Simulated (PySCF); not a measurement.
**Level sweep**

Species: CH3FO2Si.
SMILES: `O=CO[SiH2]F`

PySCF, dipoles from the SCF density, polarisabilities from static response with core orbitals frozen. Isolated species at its PBE0-D3(BJ)/def2-SVP geometry (one conformer only).

Problem. Compare the levels for these properties.

Solution. 

```csv
level,μ (D),α (au),anisotropy (au)
LDA/def2-SVPD,0.460,46.40,14.03
PBE/def2-SVPD,0.461,45.86,13.97
B3LYP/def2-SVPD,0.515,43.67,11.94
PBE0/def2-SVPD,0.523,43.25,11.90
BHandHLYP/def2-SVPD,0.600,41.22,10.11
CAM-B3LYP/def2-SVPD,0.542,43.04,11.23
HF/def2-SVPD,0.754,38.54,8.08
```

The anisotropy is √(½[(α1 − α2)² + (α2 − α3)² + (α3 − α1)²]). The dipole runs from 0.46 D (LDA/def2-SVPD) to 0.75 D (HF/def2-SVPD). In one basis (def2-SVPD) the functionals order the polarisability from HF (lowest) to LDA (highest), a spread of 20%.
